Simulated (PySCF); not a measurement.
## `NCC1(N[SiH2]S)CC1`: 4 charge schemes on one density

Species: C4H12N2SSi.
Z-matrix (Å and degrees, GFN2-xTB geometry), rows numbered from 1:
```
N 
C   1  1.4519
C   2  1.5257  1  114.28
N   3  1.4366  2  114.91  1    60.80
Si  4  1.7156  3  126.39  2    56.42
S   5  2.1480  4  108.42  3    39.48
C   3  1.5033  2  118.82  1  -153.32
C   3  1.4997  2  118.38  1   -83.89
H   1  1.0154  2  110.08  3    58.57
H   1  1.0151  2  110.03  3   -60.14
H   2  1.0926  1  107.91  3  -121.90
H   2  1.0940  1  107.72  3   121.38
H   4  1.0086  3  113.04  2  -101.46
H   5  1.4568  4  105.02  3   157.30
H   5  1.4602  4  117.85  3   -75.83
H   6  1.3225  5   96.45  4    46.63
H   7  1.0784  3  118.47  8  -108.86
H   7  1.0792  3  117.60  8   107.29
H   8  1.0801  3  118.35  7   108.40
H   8  1.0804  3  118.15  7  -107.48
```

Density: PBE0/pcSseg-1 (PySCF); schemes: Mulliken, IAO, Hirshfeld and ESP-fitted. Geometry: GFN2-xTB, one conformer, isolated molecule.

Q: Which atoms carry the highest charge in the Mulliken, IAO, Hirshfeld and ESP-fitted schemes?

A: All schemes agree: Mulliken Si5 (+0.653); IAO Si5 (+0.817); Hirshfeld Si5 (+0.346); ESP-fitted Si5 (+0.380).

Q: At which atom do the 4 schemes differ most?

A: At N1: from -0.878 (ESP-fitted) to -0.245 e (Hirshfeld), 0.633 e apart.

Q: For which atoms does the sign change between the 4 schemes (beyond +0.03 e in one, beyond −0.03 e in another)?

A: C2 and C3. Atomic charges aren't observables, and each scheme defines them in its own way.

Q: Tabulate the Mulliken, IAO, Hirshfeld and ESP-fitted charges.

A: In e:

```csv
atom,environment,Mulliken,IAO,Hirshfeld,ESP-fitted
N1,primary amine nitrogen,-0.441,-0.570,-0.245,-0.878
C2,sp3 carbon bound to nitrogen,+0.071,-0.153,-0.033,-0.032
C3,sp3 carbon bound to nitrogen,-0.205,+0.096,+0.040,+0.025
N4,silicon-bound nitrogen,-0.641,-0.682,-0.235,-0.484
Si5,SiH2 silicon,+0.653,+0.817,+0.346,+0.380
S6,sulfur bonded to Si and H,-0.392,-0.327,-0.140,-0.381
C7,three-membered-ring carbon,-0.129,-0.298,-0.098,-0.387
C8,three-membered-ring carbon,-0.170,-0.303,-0.097,-0.289
H9,N–H hydrogen,+0.162,+0.237,+0.103,+0.356
H10,N–H hydrogen,+0.164,+0.236,+0.097,+0.336
H11,methylene hydrogen,+0.101,+0.136,+0.044,+0.152
H12,methylene hydrogen,+0.143,+0.143,+0.033,+0.129
H13,N–H hydrogen,+0.199,+0.261,+0.113,+0.320
H14,Si–H hydrogen,-0.083,-0.134,-0.082,-0.096
H15,Si–H hydrogen,-0.079,-0.151,-0.082,-0.009
H16,S–H hydrogen,+0.153,+0.102,+0.057,+0.218
H17,methylene hydrogen,+0.124,+0.148,+0.047,+0.148
H18,methylene hydrogen,+0.122,+0.147,+0.042,+0.192
H19,methylene hydrogen,+0.122,+0.145,+0.046,+0.166
H20,methylene hydrogen,+0.124,+0.149,+0.046,+0.131
```

Mean size of the charges over all atoms: IAO 0.262 e, ESP-fitted 0.256 e, Mulliken 0.214 e, Hirshfeld 0.101 e. Each set sums to the total charge, 0, to within 0.001 e. The Mulliken scheme gives each basis function's population to the atom it is centred on and halves the overlap population of two atoms between them. The Hirshfeld scheme divides the density at each point in proportion to the densities of the neutral, spherically averaged free atoms.

Q: How closely do the schemes follow one another over all atoms?

A: Correlation coefficient and root-mean-square difference: IAO with Hirshfeld 0.99, 0.199 e; Mulliken with IAO 0.94, 0.115 e; Mulliken with Hirshfeld 0.94, 0.159 e; IAO with ESP-fitted 0.90, 0.145 e; Hirshfeld with ESP-fitted 0.89, 0.214 e; Mulliken with ESP-fitted 0.86, 0.164 e.

Q: Sum the charges by element, for elements with more than one atom.

A: 
| element | atoms | Mulliken | IAO | Hirshfeld | ESP-fitted |
| --- | --- | --- | --- | --- | --- |
| N | 2 | -1.083 | -1.253 | -0.480 | -1.363 |
| C | 4 | -0.432 | -0.658 | -0.188 | -0.683 |
| H | 12 | +1.255 | +1.420 | +0.463 | +2.047 |

These values come from a run that also computed NMR shieldings. On Arm Neoverse N1, one thread, no GPU, shared host, this took 73 s and 0.95 GiB of memory at its peak.
